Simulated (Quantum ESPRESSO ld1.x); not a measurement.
Results of a calculation; reference values are marked as such.
All-electron atom: Ba9+ in [Ar] 3d10 4s2 4p5.75 4d10 5s1 4f0.25 (fractional occupations, a model configuration). Level of theory: scalar-relativistic Kohn-Sham, LDA (Slater exchange, VWN5 correlation), spin-polarised, spherical densities, point nucleus; open shells are filled with parallel spins first (ld1.x of Quantum ESPRESSO 7.5).

Normalised radial functions P(r) = r R(r), r in bohr:

```
   r/bohr * 4p up, o 4d up (the largest magnitude, 1.38, reaches the edge; | marks zero, & curves that meet)
 0.003969                             &
 0.005209                             o*
 0.006783                             o*
 0.008903                             o*
  0.01169                             o *
  0.01534                             o  *
  0.01997                             o    *
  0.02622                             |o    *
  0.03441                             |o      *
  0.04517                             | o       *
  0.05929                             |   o     *
   0.0772                             |     o *
   0.1013                             |  *      o
    0.133                        *    |            o
   0.1746                *            |             o
   0.2273              *              |          o
   0.2984                     *       |  o
   0.3917                    o        |       *
   0.5141         o                   |                     *
   0.6748    o                        |                          *
   0.8787       o                     |                    *
    1.153               o             |          *
    1.514                       o     |  *
    1.987                           o |*
    2.587                             &
    3.396                             &
    4.458                             &
```

4p up: eigenvalue -304.06 eV, 2 radial nodes at r = 0.112, 0.346 bohr, <r> = 0.709 bohr, 90 % of the charge inside 1.03 bohr. 4d up: eigenvalue -212.03 eV, 1 radial node at r = 0.324 bohr, <r> = 0.781 bohr, 90 % of the charge inside 1.17 bohr.
